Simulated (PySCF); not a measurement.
Work out the structure from these simulated measurements.

Elements present: Al, C, F, H and N. Monoisotopic mass: 127.0378 u.

* 1H NMR: chemical shifts (computed TMS as zero) by class: 9.45 (1 H), 8.99 (1 H), 8.23 (1 H), 7.63 (1 H), 4.17 (3 H) ppm [GIAO HF/pcSseg-1]
* Triplet: lowest triplet excitation (Tamm–Dancoff): 3.52 eV [TDA B3LYP/def2-SVPD]
* Rotational structure: rotational constants A, B, C: 3.304, 1.114, 0.844 GHz [PBE0-D3(BJ)/def2-SVP]
* Polarisability: 98.4 au [B3LYP/def2-SVPD]
* 13C NMR: chemical shifts (computed TMS as zero) by class: 162.2 (1 C), 156.5 (1 C), 150.7 (1 C), 139.8 (1 C), 128.9 (1 C) ppm [GIAO HF/pcSseg-1]
* Dipole: 6.52 D [B3LYP/def2-SVPD]

Electronic properties: PySCF, gas phase, density fitting. Levels stand in brackets. Geometry: PBE0-D3(BJ)/def2-SVP; no solvent, vibrations or thermal averaging. NMR classes are plain means over equivalent atoms (diastereotopic ones count apart unless rotation or inversion swaps them), as if these changed places fast.

Question: Which formula fits the mass and the elements?

Answer: C5H7AlFN (calculated 127.0378). No other formula that holds each of these elements comes within 0.0003 u with a fitting electron parity and a possible valence count.

Question: What is the compound? Reason from the data.

Answer: Numbering: `[F:1][c:2]1[cH:3][cH:4][cH:5][n+:6]([AlH3-:7])[cH:8]1`. 5 carbons fall into 5 classes; from least to most shielded: aromatic C–F carbon [C2] (162.2 ppm), aromatic CH next to a ring nitrogen [C5] (156.5 ppm), aromatic CH next to a ring nitrogen [C8] (150.7 ppm), aromatic CH carbon [C3] (139.8 ppm), aromatic CH carbon [C4] (128.9 ppm). Hydrogen classes from least to most shielded: 1 H on an aromatic CH next to a ring nitrogen, C8 (9.45 ppm), 1 H on an aromatic CH next to a ring nitrogen, C5 (8.99 ppm), 1 H on an aromatic CH carbon, C3 (8.23 ppm), 1 H on an aromatic CH carbon, C4 (7.63 ppm), 3 H on an aluminium bonded to N and 3 H, Al7 (4.17 ppm). By its constants the optimised geometry is an asymmetric top. Structure: `Fc1ccc[n+]([AlH3-])c1`. The assignments are read from this structure; whether some other isomer fits the data as well wasn't checked.
